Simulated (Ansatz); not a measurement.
CH7NSiTe (`C[SiH](N)[TeH]`) at its PBE0-D4/def2-TZVP geometry, where that method's forces vanish. Total charge 0; spin multiplicity 1. Te takes the def2 core potential.

```xyz
11

C     0.8123   -0.9545    0.8756
Si   -0.3826    0.0610   -0.1280
N     0.2813    0.2542   -1.6962
Te   -0.7002    2.3919    0.7374
H     1.7892   -0.4693    0.9254
H     0.9375   -1.9497    0.4375
H     0.4393   -1.0790    1.8942
H    -1.7358   -0.5637   -0.0584
H    -0.1780    0.8198   -2.3906
H     0.8373   -0.4760   -2.1110
H    -2.1003    1.9653    1.5142
```

Problem. What forces (eV/Å) does r2SCAN-D4/def2-TZVPP give on these atoms in the Gaussian-basis code of Ansatz? (Best estimate.)

Solution. The calculation gave: 
```
C1  -0.009 -0.002 -0.003
Si2 -0.038 -0.049  0.014
N3   0.020  0.014  0.030
Te4  0.002  0.085  0.015
H5  -0.012 -0.021  0.006
H6   0.008  0.011  0.015
H7   0.024 -0.010 -0.019
H8   0.011 -0.003  0.005
H9   0.005 -0.008 -0.037
H10  0.006 -0.009 -0.036
H11 -0.016 -0.007  0.010
```
